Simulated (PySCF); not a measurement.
Compound: C₆H₁₀N₂.
Z-matrix (Å and degrees, GFN2-xTB geometry), rows numbered from 1:
```
C 
C   1  1.5310
C   2  1.5310  1  110.89
C   2  1.4922  1  110.82  3   123.46
N   4  1.3065  2  125.38  1   118.31
C   5  1.3595  4  106.37  2  -180.00
C   6  1.3628  5  110.05  4     0.05
N   4  1.3602  2  123.74  1   -61.63
H   1  1.0875  2  110.13  3    60.16
H   1  1.0886  2  110.95  3   -59.64
H   1  1.0873  2  110.37  3   179.97
H   2  1.0934  1  108.98  3  -119.92
H   3  1.0886  2  110.97  1    59.54
H   3  1.0874  2  110.39  1   179.95
H   3  1.0875  2  110.13  1   -60.25
H   6  1.0712  5  120.90  4   179.98
H   7  1.0704  6  132.15  5  -179.97
H   8  1.0061  4  127.00  2    -0.03
```

NICS = −σ at a ghost point: NICS(0) at the centroid of the ring atoms, NICS(1) 1 Å to either side along the normal of their mean plane, zz for the tensor component along that normal. Level: GIAO PBE0/pcSseg-1 (PySCF, non-relativistic, gas phase) on the GFN2-xTB geometry, one conformer.

Ring bond lengths (Å), with Mayer bond orders in brackets: C4–N5 1.306 (1.60), N5–C6 1.359 (1.35), C6–C7 1.363 (1.57), C7–N8 1.368 (1.13), N8–C4 1.360 (1.12).

Question: Give the NICS values of each ring in ppm.

Answer: 
```
          ring                                                 type  NICS(0)  NICS(1), two faces  NICS(1)zz, two faces  rms pucker (Å)  centre to ring atoms, mean (Å)
C4–N5–C6–C7–N8  5-membered ring with 2 N; formal bonds all aromatic    -13.0       -11.1 / -11.1         -29.8 / -29.8            0.00                            1.15
```

Question: What can be read from them?

Answer: 
- C4–N5–C6–C7–N8: mean NICS(1)zz -29.8 ppm, shielded. For a flat ring without four-coordinate atoms the NICS criterion counts such a value as aromatic.

Question: What does the geometric index give? Use HOMA with the parameters of Krygowski (1993).

Answer: 
- C4–N5–C6–C7–N8: HOMA 0.91; the largest term is that of C6–C7, α(R − Ropt)² = 0.16. The geometric and the magnetic index point the same way.

Question: What is the mean of the two in-plane components of NICS at the second NICS(1) probe listed for ring C4–N5–C6–C7–N8, 1 Å off the ring?

Answer: The isotropic value is a third of the trace: (3 × -11.1 − (-29.8))/2 = -1.7 ppm.
